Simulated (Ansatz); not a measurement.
**Which is lower?**

Two relaxed structures of H2TeS, closed shell (PBE0-D4/def2-TZVP; forces vanish, vibrations not checked).

A:

S1  (-0.378, -0.951, 0.913)
Te2  (0.633, 0.871, 0.083)
H3  (0.297, 2.100, 1.196)
H4  (-0.527, 1.597, -0.912)
(Å)

B:

S1  (-0.395, -0.900, 0.856)
Te2  (0.291, 1.261, 0.138)
H3  (0.627, -1.589, 0.319)
H4  (-0.524, 1.227, -1.313)
(Å)

Ansatz 0.2.0; basis: def2-TZVPP; cores frozen in the correlated methods. Filled d shells of the heavier atoms are correlated. Core potentials replace the inner electrons of the atoms past krypton. The def2 sets are not built for correlating such inner shells, so the correlated values are less sure here. B3LYP uses VWN-RPA correlation.

Problem. Which structure is lower at CCSD(T), and by how much? (Judge from chemistry; the value comes from the calculation.)

Solution. By the calculation: B, by 1.295 eV (electronic energy, against the other). By their contacts, A is H₂TeS ([S][TeH2]) and B is H₂TeS ([SH][TeH]).

All methods give the same order:

```
   method  E(B) − E(A) (eV)
   PBE-D4            -1.163
r2SCAN-D4            -1.206
  PBE0-D4            -1.260
 B3LYP-D4            -1.279
  wB97M-V            -1.374
       HF            -1.474
      MP2            -1.350
     CCSD            -1.345
  CCSD(T)            -1.295
```

No T1 diagnostic of these runs exceeds 0.015.

Labels in which every atom is bracketed show which atoms are joined, not bond orders.

For scale, one of the runs: CCSD(T)/def2-TZVPP, 120 basis functions, launched by `ansatz run in.yaml --threads 2 --pin off --events-out ev --progress --plain --max-ram 4352MiB`. Hardware: 2 CPU threads of an Arm Neoverse V2, shared host. Wall time about 8 s.
